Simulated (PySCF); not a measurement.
Tin: a sound run and one with changed settings

Sound run: Sn⁺ [Kr] 4d10 5s2 5p1, Sn²⁺ [Kr] 4d10 5s2. Computed with PySCF 2.14 in def2-SVP with the def2 core potential (28 electrons) (4s4p2d, 26 functions), with scalar relativity through the core potential. In the sound run the correlated levels freeze 4s2 4p6 4d10 outside the core potential. The sound run starts from symmetry-adapted Hartree-Fock orbitals and uses a fine grid where one is needed.

A second run was set up differently.

| species | method | sound run (hartree) | changed run (hartree) | converged |
| --- | --- | --- | --- | --- |
| Sn⁺ | MP2 | -213.11102 | -213.14726 | yes |
| Sn²⁺ | MP2 | -212.60197 | -212.63570 | yes |

Ionisation energy of Sn⁺:

| method | sound run (eV) | changed run (eV) |
| --- | --- | --- |
| UHF | 13.718 | 13.718 |
| MP2 | 13.852 | 13.920 |
| SCS-MP2 | 13.835 | 13.875 |

Q: What was changed?
A. all electrons correlated in a valence basis
B. minimal basis
C. a valence shell is frozen
D. level shift left on

A: A. A valence basis has no tight correlating functions, so it recovers only part of the core correlation, and not evenly between atom and ion.
